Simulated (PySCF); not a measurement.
SMILES [Cl][In]([Cl])[c]1ccccc1 (C₆H₅Cl₂In), PBE0/def2-SVP optimised geometry.

```
14

In    -2.36     0.00     0.00
Cl    -3.65     1.96     0.00
Cl    -3.62    -1.98     0.00
C     -0.24     0.00     0.00
C      0.46    -1.21     0.00
C      1.85    -1.22     0.00
C      2.56    -0.01     0.00
C      1.87     1.20     0.00
C      0.47     1.21     0.00
H     -0.08    -2.16     0.01
H      2.40    -2.17     0.01
H      3.65    -0.02     0.00
H      2.42     2.14    -0.01
H     -0.06     2.17    -0.01
```

Density from PBE0/def2-TZVP, def2 effective core potentials past Kr in PySCF at that geometry. The core electrons that the potentials of In replace are not part of the density.

Minimum of the electron density along straight lines between bonded atoms, close to the bond critical point (lines longer than 1.1 times the sum of covalent radii, or with two minima, are not listed):

```
bond     length / Å  ρ at the minimum / e bohr⁻³  ∇²ρ there / e bohr⁻⁵  position (fraction from the first atom)
-------  ----------  ---------------------------  --------------------  ---------------------------------------
In1–Cl2       2.345                        0.083                  0.21                                     0.48
In1–Cl3       2.346                        0.083                  0.21                                     0.48
In1–C4        2.123                        0.106                  0.15                                     0.52
C4–C5         1.401                        0.310                 -0.89                                     0.50
C5–C6         1.395                        0.315                 -0.92                                     0.50
C6–C7         1.395                        0.316                 -0.93                                     0.50
C7–C8         1.395                        0.316                 -0.93                                     0.50
C4–C9         1.401                        0.310                 -0.89                                     0.50
C8–C9         1.395                        0.315                 -0.92                                     0.50
C5–H10        1.094                        0.281                 -0.99                                     0.65
C6–H11        1.093                        0.280                 -0.99                                     0.65
C7–H12        1.093                        0.281                 -0.99                                     0.65
C8–H13        1.093                        0.280                 -0.99                                     0.65
C9–H14        1.094                        0.281                 -0.99                                     0.65
```
